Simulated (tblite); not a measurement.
Input of a run (GFN2-xTB geometry optimisation, gas phase (tblite 0.8.0)), started from a force field or distance geometry:
```
{"job": {"kind": "relax", "xc": "GFN2-xTB", "basis": "xTB"}, "charge": 0, "multiplicity": 1}
C     -2.693700     0.536200     0.514700
C     -2.064800     0.224100    -0.832400
N     -0.722200    -0.353100    -0.666900
C      0.440200     0.406000    -0.656600
C      1.574800    -0.390200    -0.495500
S      3.203800     0.248000    -0.462500
C      3.419400     0.442400     1.321300
P      1.283300    -2.202300    -0.391500
C     -0.490100    -1.708500    -0.548100
F     -1.489500    -2.618000    -0.535900
H     -2.809800    -0.363800     1.127300
H     -3.701700     0.964700     0.367900
H     -2.106000     1.260700     1.090400
H     -1.963000     1.124500    -1.434700
H     -2.672900    -0.488200    -1.382100
H      0.368700     1.475900    -0.732400
H      4.406100     0.868500     1.531100
H      2.658300     1.107800     1.731600
H      3.349100    -0.525400     1.835000
```

Output (eV, eV/Å):
```
step      E/eV     max force
  0    -838.90636    3.926
  1    -839.22920    1.826
  2    -839.30988    1.092
  3    -839.33382    0.394
  4    -839.34671    0.283
  5    -839.35174    0.253
  6    -839.35654    0.211
  7    -839.36142    0.206
  8    -839.36574    0.180
  9    -839.36852    0.117
 10    -839.37007    0.073
 11    -839.37105    0.064
 12    -839.37192    0.079
 13    -839.37267    0.086
 14    -839.37330    0.061
 15    -839.37386    0.058
 16    -839.37439    0.051
 17    -839.37486    0.057
 18    -839.37528    0.054
 19    -839.37573    0.051
 20    -839.37627    0.073
 21    -839.37687    0.073
 22    -839.37747    0.058
 23    -839.37810    0.057
 24    -839.37889    0.077
 25    -839.37998    0.082
 26    -839.38123    0.093
 27    -839.38244    0.092
 28    -839.38372    0.087
 29    -839.38524    0.110
 30    -839.38691    0.106
 31    -839.38832    0.087
 32    -839.38926    0.061
 33    -839.38996    0.065
 34    -839.39071    0.075
 35    -839.39146    0.061
 36    -839.39208    0.050
 37    -839.39260    0.056
 38    -839.39320    0.065
 39    -839.39392    0.079
 40    -839.39460    0.063
 41    -839.39505    0.045
 42    -839.39538    0.053
 43    -839.39568    0.052
 44    -839.39603    0.044
 45    -839.39626    0.033
 46    -839.39647    0.040
 47    -839.39673    0.046
 48    -839.39711    0.050
 49    -839.39761    0.049
 50    -839.39821    0.055
 51    -839.39893    0.066
 52    -839.39992    0.091
 53    -839.40133    0.110
 54    -839.40305    0.095
 55    -839.40464    0.089
 56    -839.40590    0.083
 57    -839.40703    0.096
 58    -839.40733    0.108
 59    -839.40917    0.072
 60    -839.41018    0.061
 61    -839.41142    0.080
 62    -839.41225    0.080
 63    -839.41362    0.108
 64    -839.41479    0.095
 65    -839.41593    0.062
 66    -839.41663    0.064
 67    -839.41792    0.090
 68    -839.41985    0.111
 69    -839.42258    0.115
 70    -839.42501    0.152
 71    -839.42710    0.163
 72    -839.42997    0.129
 73    -839.43301    0.144
 74    -839.43507    0.141
 75    -839.43798    0.105
 76    -839.44019    0.139
 77    -839.44208    0.154
 78    -839.44453    0.124
 79    -839.44743    0.113
 80    -839.45365    0.102
 81    -839.45625    0.157
 82    -839.46059    0.146
 83    -839.46255    0.186
 84    -839.46477    0.124
 85    -839.46614    0.085
 86    -839.46728    0.073
 87    -839.46823    0.094
 88    -839.46967    0.094
 89    -839.47112    0.100
 90    -839.47237    0.092
 91    -839.47342    0.109
 92    -839.47461    0.097
 93    -839.47597    0.112
 94    -839.47751    0.105
 95    -839.47890    0.123
 96    -839.48063    0.091
 97    -839.48237    0.109
 98    -839.48496    0.094
 99    -839.48622    0.234
100    -839.48862    0.106
101    -839.49015    0.099
102    -839.49212    0.098
103    -839.49266    0.062
104    -839.49331    0.058
105    -839.49419    0.059
106    -839.49474    0.055
107    -839.49539    0.040
108    -839.49573    0.035
109    -839.49601    0.043
110    -839.49629    0.047
111    -839.49658    0.046
112    -839.49688    0.038
113    -839.49722    0.033
114    -839.49746    0.044
115    -839.49774    0.049
116    -839.49800    0.048
117    -839.49818    0.029
118    -839.49833    0.024
119    -839.49843    0.016
120    -839.49848    0.027
121    -839.49852    0.020
122    -839.49859    0.024
123    -839.49869    0.022
124    -839.49879    0.027
125    -839.49889    0.027
126    -839.49904    0.025
127    -839.49926    0.029
128    -839.49950    0.026
129    -839.49968    0.020
130    -839.49978    0.017
131    -839.49985    0.019
132    -839.49994    0.020
133    -839.50003    0.020
134    -839.50011    0.019
135    -839.50018    0.016
136    -839.50024    0.016
137    -839.50031    0.016
138    -839.50037    0.012
139    -839.50041    0.008
```

Question: Summarise the run.

Answer: The energy falls by 57.3 kJ/mol over 139 L-BFGS steps, the largest force on an atom goes from 3.93 to 0.008 eV/Å, and the atoms move by 0.836 Å rms after alignment. The bond that changes most is P8–C9 (ends: phosphorus bonded to 2 C; aromatic C–F carbon), which shortens by 0.126 Å. Bonds longer at the end by more than 0.005 Å: 3 of 19; shorter: 12. Among the angles that change most is N3–C9–F10, from 122.5° to 117.1°. Among the dihedrals that turn most is P8–C5–S6–C7, from -89° to 0°. The energy never rose by more than 1e-5 eV on the way. The first step brought 54 % of the lowering.

Question: What are the final bond lengths?

Answer: C1–C2 1.527 Å, C2–N3 1.445 Å, N3–C4 1.360 Å, C4–C5 1.367 Å, C5–S6 1.758 Å, S6–C7 1.812 Å, C5–P8 1.779 Å, P8–C9 1.721 Å, C9–F10 1.342 Å, N3–C9 1.348 Å, C1–H11 1.088 Å, C1–H12 1.086 Å, C1–H13 1.088 Å, C2–H14 1.093 Å, C2–H15 1.093 Å, C4–H16 1.074 Å, C7–H17 1.085 Å, C7–H18 1.087 Å, C7–H19 1.088 Å. Numbering counts from 1 in the input's order; the species is `CCn1cc(SC)pc1F`.

The run took 1.3 s on one thread, Arm Neoverse V1 (aarch64), shared host.

Its GFN2-xTB frequencies are all real (lowest 40 cm⁻¹). The numbers are those of one conformer.

All values are computed, not measured.
